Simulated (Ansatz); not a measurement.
Cost and result for the atomization energy of `C1C[SiH2]O1` (10 atoms, 10 bonds).

```xyz
10

C     1.1129   -0.1066   -0.1732
C     0.0465    0.2649    0.8842
Si   -1.1275   -0.1040   -0.5277
O     0.3001   -0.4103   -1.3328
H     1.7930    0.7156   -0.4101
H     1.7032   -0.9857    0.0983
H     0.0999    1.2967    1.2283
H     0.0178   -0.4022    1.7443
H    -2.0249   -1.2855   -0.4102
H    -1.9210    1.0170   -1.1012
```

Charge 0, multiplicity 1. The geometry is a stationary point of PBE0-D4/def2-TZVP. Program: Ansatz. All runs use 2 threads of an Arm Neoverse V2 on a shared host. Times are those of one run each, without the atoms' runs, and a repeat can differ threefold. Electronic energies, without spin–orbit coupling; frozen cores. CCSD(T)/CBS adds CCSD(T) − MP2 in def2-TZVPP to the MP2 limit, and its time is that of the two runs behind it. T1 = 0.011.

CCSD(T)/CBS is a level of theory with its own doubt, some kJ/mol a heavy atom from the limit and from the frozen cores, so smaller differences don't rank the functionals.

```json
{"level": "LDA (SPW92)/def2-TZVPP", "functions": "219", "wall time": "1.4 s", "atomization (kcal/mol)": "1027.2", "difference from CCSD(T)/CBS": "124.1", "per bond": "12.4"}
{"level": "BLYP-D4/def2-TZVPP", "functions": "219", "wall time": "2.3 s", "atomization (kcal/mol)": "896.3", "difference from CCSD(T)/CBS": "-6.8", "per bond": "-0.7"}
{"level": "revPBE-D4/def2-TZVPP", "functions": "219", "wall time": "2.4 s", "atomization (kcal/mol)": "894.6", "difference from CCSD(T)/CBS": "-8.5", "per bond": "-0.8"}
{"level": "PBE-D4/def2-TZVPP (with forces)", "functions": "219", "wall time": "3 s", "atomization (kcal/mol)": "915.1", "difference from CCSD(T)/CBS": "12.0", "per bond": "1.2"}
{"level": "CCSD(T)/def2-SVP", "functions": "90", "wall time": "3.1 s", "atomization (kcal/mol)": "850.3", "difference from CCSD(T)/CBS": "-52.8", "per bond": "-5.3"}
{"level": "CAM-B3LYP-D4/def2-TZVPP", "functions": "219", "wall time": "3.2 s", "atomization (kcal/mol)": "905.6", "difference from CCSD(T)/CBS": "2.5", "per bond": "0.2"}
{"level": "r2SCAN-D4/def2-TZVPP (with forces)", "functions": "219", "wall time": "5.5 s", "atomization (kcal/mol)": "903.7", "difference from CCSD(T)/CBS": "0.6", "per bond": "0.1"}
{"level": "PBE-QIDH/def2-TZVPP", "functions": "219", "wall time": "5.5 s", "atomization (kcal/mol)": "897.8", "difference from CCSD(T)/CBS": "-5.3", "per bond": "-0.5"}
{"level": "B97M-V/def2-TZVPP", "functions": "219", "wall time": "11 s", "atomization (kcal/mol)": "903.9", "difference from CCSD(T)/CBS": "0.8", "per bond": "0.1"}
{"level": "ωB97M-V/def2-TZVPP (with forces)", "functions": "219", "wall time": "12 s", "atomization (kcal/mol)": "905.5", "difference from CCSD(T)/CBS": "2.4", "per bond": "0.2"}
{"level": "MP2/def2-QZVPP", "functions": "421", "wall time": "22 s", "atomization (kcal/mol)": "906.8", "difference from CCSD(T)/CBS": "3.7", "per bond": "0.4"}
{"level": "CCSD(T)/def2-TZVPP", "functions": "219", "wall time": "83 s", "atomization (kcal/mol)": "880.3", "difference from CCSD(T)/CBS": "-22.8", "per bond": "-2.3"}
{"level": "CCSD(T)/CBS(def2)", "functions": "–", "wall time": "100 s", "atomization (kcal/mol)": "903.1", "difference from CCSD(T)/CBS": "0.0", "per bond": "0.0"}
```

The D4 term adds +6.9 kcal/mol with B3LYP and +3.6 kcal/mol with PBE0; it sums over pairs of atoms, weighted by their polarisabilities, and B3LYP, whose exchange is more repulsive, gets the larger term. From BLYP to BHLYP (50 % exact exchange), in def2-TZVPP and without D4, the atomization energy moves by −14.2 kcal/mol: exact exchange takes away binding that semilocal exchange gives to molecules. In def2-TZVPP, CCSD(T) changes the Hartree–Fock value by +216.9 kcal/mol (the triples alone add +12.1 kcal/mol) and MP2 by +229.8 kcal/mol; breaking electron pairs costs correlation energy, which Hartree–Fock lacks.

B3LYP here is the variant with VWN-RPA as its local correlation; programs differ in this.
